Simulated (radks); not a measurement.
Coulomb parameter of the 4f shell of the gadolinium ion Gd3+ in the model configuration [Xe] 4f5.5 5d1.5, as a second difference U = [E(n + 1) + E(n - 1) - 2 E(n)] / (1)^2 with all orbitals relaxed. "Bare": the charge of the atom changes with n. "Screened": the 5d shell takes up the change at fixed total charge, which measures U(4f,4f) + U(5d,5d) - 2 U(4f,5d). Method: scalar-relativistic Kohn-Sham, SCAN, spin-unpolarised, spherical densities, finite nucleus; meta-GGA in the generalised Kohn-Sham scheme; Fermi nuclear charge, rms radius 5.1569 fm; computed with a radial shooting solver on a logarithmic mesh with Libxc functionals.

| case | configuration | E - E(n) (eV) |
|---|---|---|
| start | [Xe] 4f5.5 5d1.5 | 0.000 |
| bare +1 | [Xe] 4f6.5 5d1.5 | -34.787 |
| bare -1 | [Xe] 4f4.5 5d1.5 | 54.867 |
| screened +1 | [Xe] 4f6.5 5d0.5 | -14.478 |
| screened -1 | [Xe] 4f4.5 5d2.5 | 20.352 |

U(bare) = 20.081 eV, U(screened by 5d) = 5.874 eV, against the Slater integral F0(4f,4f) = 31.790 eV with frozen orbitals.
